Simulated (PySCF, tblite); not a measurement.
Isomers of C5H9NSi. Level: GFN2-xTB in tblite, geometry and Hessian alike; calculated harmonic values, unscaled, isolated species. Errors from tens to a few hundred cm⁻¹ against measured bands are possible. Modes of hydrogen on silicon can be 10 to 20 % off. One conformer each.

Electronic energies: PBE0-D3(BJ)/def2-SVP at its own geometries (PySCF, gas phase).

```tsv
SMILES	electronic energy, lowest = 0 (kJ/mol)
[H]/N=C\[C@H]1C=CC[SiH2]1	106.2
C#C[C@@H]1CC[Si@@H]1N	162.5
C=N[SiH]1CC=CC1	66.8
C#C[C@H]1CC[SiH2]N1	159.2
N#C[SiH]1CCCC1	0.0
```

Problem. How do GFN2-xTB zero-point energies change the relative energies?

Solution. 
```tsv
SMILES	ZPE (kJ/mol)	of it from modes above 1550 cm⁻¹	electronic (kJ/mol)	with ZPE, lowest = 0 (kJ/mol)	lowest mode (cm⁻¹)	rings
N#C[SiH]1CCCC1	335.5	170.3	0.0	0.0	62	1
C=N[SiH]1CC=CC1	326.6	176.5	66.8	58.0	62	1
[H]/N=C\[C@H]1C=CC[SiH2]1	324.1	175.0	106.2	94.8	43	1
C#C[C@H]1CC[SiH2]N1	324.8	170.0	159.2	148.5	76	1
C#C[C@@H]1CC[Si@@H]1N	325.6	178.7	162.5	152.7	47	1
```

The zero-point energies span 11.4 kJ/mol, from `[H]/N=C\[C@H]1C=CC[SiH2]1` to `N#C[SiH]1CCCC1`. The order is unchanged.

Problem. And how do the electronic energies of GFN2-xTB itself compare?

Solution. `N#C[SiH]1CCCC1` 16.7; `C=N[SiH]1CC=CC1` 9.6; `[H]/N=C\[C@H]1C=CC[SiH2]1` 38.2; `C#C[C@H]1CC[SiH2]N1` 0.0; `C#C[C@@H]1CC[Si@@H]1N` 91.3 kJ/mol, lowest = 0. Against the energies above, taken from the same isomer `N#C[SiH]1CCCC1`, the largest difference is 175.9 kJ/mol. The two levels were optimised apart and needn't hold the same conformer.

Problem. What do entropy and thermal enthalpy add at 298.15 K and 1 bar (rigid rotor, harmonic oscillator, one conformer each)?

Solution. 
```tsv
SMILES	point group	symmetry number	S (J/(mol K))	H − H(0) (kJ/mol)	ZPE + H − H(0) − TS (kJ/mol)
N#C[SiH]1CCCC1	C1	1	366.8	23.50	249.6
C=N[SiH]1CC=CC1	Cs	1	370.7	24.08	240.2
[H]/N=C\[C@H]1C=CC[SiH2]1	C1	1	367.0	23.37	238.0
C#C[C@H]1CC[SiH2]N1	C1	1	364.0	23.80	240.0
C#C[C@@H]1CC[Si@@H]1N	C1	1	387.0	26.51	236.7
```
